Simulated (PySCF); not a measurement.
C₃H₁₄Si₃, SMILES C[C@H](C[SiH3])[SiH2][SiH3]. Coordinates come from a PBE-D3(BJ)/def2-SVP optimisation. The structure was generated by enumeration; whether it is a known compound was not checked. The values are those of a single conformer.

Problem. Give the equilibrium geometry at PBE-D3(BJ)/def2-SVP (PySCF confirms it by a frequency run) as Cartesian coordinates in Å. (Estimate from the structure and the level; the computed values follow.)

Solution. One answer among several that fit: 
```xyz
20

C     -0.8510    -1.7524     0.9756
C      0.1306    -0.8847     0.1702
C      1.5482    -0.9240     0.7816
Si     2.9445    -0.0417    -0.1648
Si    -0.5375     0.9039    -0.0335
Si    -2.7816     0.8940    -0.7453
H     -0.9952    -1.3544     2.0025
H     -1.8511    -1.8107     0.4978
H     -0.4692    -2.7910     1.0771
H      0.1835    -1.2859    -0.8683
H      1.8685    -1.9861     0.8909
H      1.5318    -0.5148     1.8171
H      2.8932    -0.4025    -1.6267
H      4.2712    -0.4819     0.3950
H      2.8550     1.4550    -0.0400
H     -0.4316     1.6362     1.2827
H      0.2853     1.6580    -1.0475
H     -3.6921     0.3692     0.3344
H     -2.9341     0.0068    -1.9550
H     -3.2366     2.2814    -1.1146
```
Charge 0, spin multiplicity 1.
